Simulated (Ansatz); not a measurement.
```xyz
12

C    -1.221   -0.475   -0.273
C    -0.181    0.498    0.267
C     1.103    0.485   -0.573
Si    0.388    0.160    2.049
F     0.669   -1.433    1.928
H    -2.154   -0.439    0.297
H    -0.851   -1.503   -0.236
H    -1.469   -0.250   -1.316
H    -0.589    1.517    0.257
H     0.900    0.810   -1.599
H     1.877    1.152   -0.176
H     1.528   -0.522   -0.624
```

The species carries charge 0 and has multiplicity 1.

**Question.** List the PBE/def2-TZVPP orbital energies in eV (the Gaussian-basis code of Ansatz). (An estimate is asked.)

**Answer.** The calculation gave: Occupied: -1780.56, -659.78, -269.04, -268.81, -268.81, -138.08, -94.98, -94.83, -94.66, -29.36, -19.60, -17.08, -14.55, -12.71, -11.36, -10.98, -10.47, -10.00, -9.87, -9.37, -8.63, -8.45, -7.96, -5.22. Lowest empty: -2.91, -0.39, 0.42, 1.39, 1.60, 1.80, 2.20, 2.40.
